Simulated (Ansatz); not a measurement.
A trace of molecular dynamics of C$_{4}$H$_{4}$Se (9 atoms, charge 0, multiplicity 1).

Method: Ansatz, RHF/def2-SVP.

```
ensemble                      : NVE (velocity Verlet)
starting velocities drawn for : 300 K
seed                          : 10012
```

| time (fs) | T (K) | potential energy less start (eV) | conserved less start (meV/atom) |
| --- | --- | --- | --- |
| 0.0 | 300 | 0.000 | 0.00 |
| 4.0 | 236 | 0.060 | 0.22 |
| 8.0 | 2257 | -1.765 | 0.61 |
| 12.0 | 4414 | -3.739 | -1.82 |
| 16.0 | 1983 | -1.521 | 0.21 |
| 20.0 | 3738 | -3.117 | -0.63 |
| 24.0 | 3272 | -2.723 | -3.77 |
| 28.0 | 1873 | -1.424 | -0.14 |
| 32.0 | 2746 | -2.225 | -1.29 |
| 36.0 | 3930 | -3.323 | -4.25 |
| 40.0 | 2204 | -1.728 | -0.55 |
| 44.0 | 3988 | -3.348 | -1.20 |
| 48.0 | 3752 | -3.164 | -4.59 |
| 52.0 | 1486 | -1.074 | -0.06 |
| 56.0 | 3465 | -2.899 | -3.89 |
| 60.0 | 2669 | -2.141 | 0.35 |
| 64.0 | 1362 | -0.956 | 0.59 |
| 68.0 | 4366 | -3.717 | -4.23 |
| 72.0 | 4017 | -3.379 | -1.75 |
| 76.0 | 1561 | -1.138 | 0.33 |
| 80.0 | 3397 | -2.807 | -0.53 |
| 84.0 | 2484 | -1.975 | 0.07 |
| 88.0 | 2047 | -1.578 | 0.32 |
| 92.0 | 3414 | -2.816 | 0.22 |
| 96.0 | 1592 | -1.166 | 0.26 |
| 100.0 | 3595 | -2.990 | -0.94 |

Q: Can this run be trusted? Judge the integration.

A: The conserved energy wandered by up to 5.3 meV per atom (net -0.9 meV per atom), which is poor conservation. The system heated up, since it started high on the potential surface and ran downhill. A run of 0.1 ps of so small a system gives no equilibrium averages. The orbitals stay closed-shell, which can raise the energy where a bond breaks towards radicals; this wasn't checked here. The time step was 0.5 fs.

The run took 5 min on 2 threads of Arm Neoverse V1 (shared host), peak memory 0.23 GiB.
